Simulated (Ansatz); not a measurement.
Start from `[F][GaH2]` and change one atom or group to get `[F][GaH][Br]`.

Ansatz, PBE0-D4/def2-TZVP geometries, multiplicity 1. 

Scalar relativity is left out up to krypton.

```json
{"property": "HOMO–LUMO gap (B3LYP/def2-TZVPP) / eV", "`[F][GaH2]`": "6.84"}
{"property": "size of the dipole moment (B3LYP/def2-TZVPP) / D", "`[F][GaH2]`": "2.22"}
{"property": "HOMO energy (PBE/def2-TZVPP) / eV", "`[F][GaH2]`": "-7.54"}
{"property": "HOMO energy (PBE0/def2-TZVPP) / eV", "`[F][GaH2]`": "-8.97"}
{"property": "HOMO energy (ωB97M-V/def2-TZVPP) / eV", "`[F][GaH2]`": "-11.21"}
{"property": "LUMO energy (ωB97M-V/def2-TZVPP) / eV", "`[F][GaH2]`": "0.08"}
```

(1) Give the same properties after the change, and the shifts. (Best estimate.)

Results:

(1) The calculation gave: 
```json
{"property": "HOMO–LUMO gap (B3LYP/def2-TZVPP) / eV", "`[F][GaH][Br]`": "6.60", "shift": "-0.24"}
{"property": "size of the dipole moment (B3LYP/def2-TZVPP) / D", "`[F][GaH][Br]`": "2.00", "shift": "-0.22"}
{"property": "HOMO energy (PBE/def2-TZVPP) / eV", "`[F][GaH][Br]`": "-7.47", "shift": "0.07"}
{"property": "HOMO energy (PBE0/def2-TZVPP) / eV", "`[F][GaH][Br]`": "-8.78", "shift": "0.19"}
{"property": "HOMO energy (ωB97M-V/def2-TZVPP) / eV", "`[F][GaH][Br]`": "-11.00", "shift": "0.21"}
{"property": "LUMO energy (ωB97M-V/def2-TZVPP) / eV", "`[F][GaH][Br]`": "0.10", "shift": "0.02"}
```

Dipoles are sizes alone; their direction can turn.

B3LYP here is the variant with VWN-RPA as its local correlation; programs differ in this.

Spin–orbit coupling is left out; it splits and shifts lone-pair levels of the heavy atoms by tenths of an eV.
